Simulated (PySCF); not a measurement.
Isomers of C4H9N3SSi2.

All values: PBE0/pcSseg-1 (PySCF) at GFN2-xTB geometries, gas phase, one conformer each.

Task: Rank by dipole moment, lowest first.
A. `[CH3:1][S:2][Si@@:3]([NH2:4])([CH2:5][C:6]#[N:7])[SiH2:8][C:9]#[N:10]` with C1–S2–Si3–N4 170°, S2–Si3–N4–H 13° and 159°, S2–Si3–C5–C6 -161°, S2–Si3–Si8–C9 -72°
B. `[CH3:1][S:2][Si@:3]([NH2:4])([C:5]#[N:6])[CH2:7][SiH2:8][C:9]#[N:10]` with C1–S2–Si3–N4 52°, S2–Si3–N4–H -73° and 75°, S2–Si3–C7–Si8 -57°, Si3–C7–Si8–C9 -51°
C. `[CH3:1][S:2][Si@:3]([NH2:4])([C:5]#[N:6])[SiH2:7][CH2:8][C:9]#[N:10]` with C1–S2–Si3–N4 58°, S2–Si3–N4–H -70° and 80°, S2–Si3–Si7–C8 -59°, Si3–Si7–C8–C9 -49°
D. `[CH3:1][NH:2][Si@@:3]([C:4]#[N:5])([SiH2:6][C:7]#[N:8])[S:9][CH3:10]` with C1–N2–Si3–C4 -62°, N2–Si3–Si6–C7 -9°, N2–Si3–S9–C10 60°

Result: B (2.10 D), C (2.62 D), D (2.91 D), A (3.70 D).

All values together:

| SMILES | μ (D) | HOMO (eV) | LUMO (eV) | lowest IAO charge (e) | highest IAO charge (e) | lowest Hirshfeld charge (e) | highest Hirshfeld charge (e) |
| --- | --- | --- | --- | --- | --- | --- | --- |
| CS[Si@](N)(C#N)[SiH2]CC#N | 2.62 | -7.18 | -1.29 | -0.828 (N) | +0.789 (Si) | -0.305 (N) | +0.326 (Si) |
| CN[Si@@](C#N)([SiH2]C#N)SC | 2.91 | -7.49 | -1.64 | -0.662 (N) | +0.803 (Si) | -0.232 (N) | +0.334 (Si) |
| CS[Si@](N)(C#N)C[SiH2]C#N | 2.10 | -7.27 | -0.99 | -0.835 (N/C) | +1.068 (Si) | -0.304 (N) | +0.412 (Si) |
| CS[Si@@](N)(CC#N)[SiH2]C#N | 3.70 | -7.40 | -1.34 | -0.841 (N) | +0.869 (Si) | -0.312 (N) | +0.331 (Si) |

Conformers: `[CH3:1][S:2][Si@:3]([NH2:4])([C:5]#[N:6])[SiH2:7][CH2:8][C:9]#[N:10]` with C1–S2–Si3–N4 58°, S2–Si3–N4–H -70° and 80°, S2–Si3–Si7–C8 -59°, Si3–Si7–C8–C9 -49°; `[CH3:1][NH:2][Si@@:3]([C:4]#[N:5])([SiH2:6][C:7]#[N:8])[S:9][CH3:10]` with C1–N2–Si3–C4 -62°, N2–Si3–Si6–C7 -9°, N2–Si3–S9–C10 60°; `[CH3:1][S:2][Si@:3]([NH2:4])([C:5]#[N:6])[CH2:7][SiH2:8][C:9]#[N:10]` with C1–S2–Si3–N4 52°, S2–Si3–N4–H -73° and 75°, S2–Si3–C7–Si8 -57°, Si3–C7–Si8–C9 -51°; `[CH3:1][S:2][Si@@:3]([NH2:4])([CH2:5][C:6]#[N:7])[SiH2:8][C:9]#[N:10]` with C1–S2–Si3–N4 170°, S2–Si3–N4–H 13° and 159°, S2–Si3–C5–C6 -161°, S2–Si3–Si8–C9 -72°.
